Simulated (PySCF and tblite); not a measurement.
Results of a calculation; reference values are marked as such.
C5H10O2, numbered as in [CH3:1][O:2][C:3](=[O:4])[CH:5]([CH3:6])[CH3:7]: conformational analysis

Search: ETKDG and KDG, MMFF94s, GFN2-xTB, 90 starts; geometries at GFN2-xTB. Weights use B3LYP-D3(BJ)/def2-SVP (IEF-PCM, chloroform) energies plus GFN2-xTB zero-point and thermal terms (modes under about 100 cm⁻¹ blended into free rotors). Symmetry numbers and mirror images are counted. Conformers within 3 kcal/mol (GFN2-xTB free energy) were kept, 10 at most. GIAO shieldings: wB97X-D/pcSseg-1 (IEF-PCM, chloroform). Couplings: B3LYP/6-31G* with pcJ-1 on H (gas phase; spin-dipole term only for pairs with B, N, F, Si or P). Couplings are for ¹H. H–H couplings come out 0.1 to 0.9 Hz lower than with pcJ-1 on all atoms. Shifts are against TMS (¹H), TMS (¹³C) at the same level. (PySCF 2.14, tblite 0.8.)

Torsions listed: C1–O2–C3–O4, O2–C3–C5–C6. Of a mirror pair one member is shown.

```json
{"conformer": "1", "shape": "0°, 139°", "symmetry": "C1 (pair)", "E(GFN2) kcal/mol": "0.00", "E(DFT) kcal/mol": "0.00", "G(298.15 K) kcal/mol": "0.00", "weight %": "86.9", "dipole D": "2.01"}
{"conformer": "2", "shape": "0°, -61°", "symmetry": "Cs", "E(GFN2) kcal/mol": "0.19", "E(DFT) kcal/mol": "0.24", "G(298.15 K) kcal/mol": "1.12", "weight %": "13.1", "dipole D": "2.17"}
```

Weights (%) against temperature:

```csv
T (K),1,2,S(mix) cal/mol/K
220,89.0,11.0,1.92
260,87.8,12.2,1.95
298.15,86.9,13.1,1.97
340,86.1,13.9,1.99
380,85.5,14.5,2.00
```

Averaged shifts at 298.15 K. ¹H: 3.94 (H1, 3H), 2.52 (H5, 1H), 1.22 (H6/H7, 6H) ppm. ¹³C: 189.2 (C3), 55.0 (C1), 39.9 (C5), 22.2 (C6/C7) ppm.

Averaged couplings (Hz): ²J(H1,H1) -11.7, ³J(H5,H6) 7.0, ²J(H6,H6) -13.7.

Coordinates of conformer 1 (Å):

```xyz
17

C     2.827    0.032   -0.172
O     1.481    0.418   -0.413
C     0.533   -0.321    0.180
O     0.772   -1.269    0.879
C    -0.850    0.224   -0.123
C    -1.815   -0.928   -0.387
C    -1.297    1.050    1.087
H     3.048   -0.904   -0.689
H     3.451    0.834   -0.557
H     2.995   -0.110    0.898
H    -0.775    0.873   -0.999
H    -2.825   -0.551   -0.520
H    -1.801   -1.617    0.454
H    -1.526   -1.473   -1.283
H    -2.294    1.448    0.917
H    -1.316    0.425    1.976
H    -0.616    1.881    1.257
```

Shifts are unscaled: against experiment ¹³C can be off by 15 ppm or more and ¹H by 0.8 ppm.

Search and properties took 110 s on 1 thread of Arm Neoverse V2 (shared host) (rough), launched as `OMP_NUM_THREADS=1 python ens_run.py task.json out`.


Conformer gaps in def2-SVP on xTB geometries can be 2 kcal/mol too large for S=O, P=O and other polar bonds.